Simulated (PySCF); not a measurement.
Si(H)(OH)(SeH)2 (H4OSe2Si), SMILES O[SiH]([SeH])[SeH]. Atoms are numbered in the order given.

```xyz
8

Si    -0.8593    -0.3553    -0.1124
O     -1.8377    -0.6228     1.2013
Se    -0.2062     1.8158    -0.4154
Se     1.0772    -1.5322     0.2083
H     -1.6714    -0.8074    -1.2679
H     -1.5011    -0.3200     2.0548
H     -1.5151     2.2073    -0.9684
H      1.8057    -0.7671    -0.8154
```

The structure is a stationary point at r2SCAN-D4/def2-SVP. This is a generated structure with no PubChem entry under its InChIKey; it may be hypothetical. Other conformers were not sampled.

The numbers are results of B3LYP/pcSseg-1 run with PySCF, not measurements.

GIAO shieldings, no solvent; atoms listed in one row are averaged. δ = σ(ref) − σ: ²⁹Si against TMS (σ = 338.7 ppm); ¹⁷O against H2O (σ = 333.8 ppm); ⁷⁷Se against Me2Se (σ = 1647.9 ppm); ¹H against TMS (σ = 31.68 ppm), references at their B3LYP-D3(BJ)/def2-TZVP geometries, non-relativistic.

Computed chemical shifts:
```
nucleus  atoms  count  δ (ppm)
-------  -----  -----  -------
²⁹Si       Si1      1     24.4
¹⁷O         O2      1     82.5
⁷⁷Se       Se3      1   -251.6
⁷⁷Se       Se4      1   -347.6
¹H          H5      1     6.52
¹H          H6      1     2.05
¹H          H7      1     1.73
¹H          H8      1     1.14
```
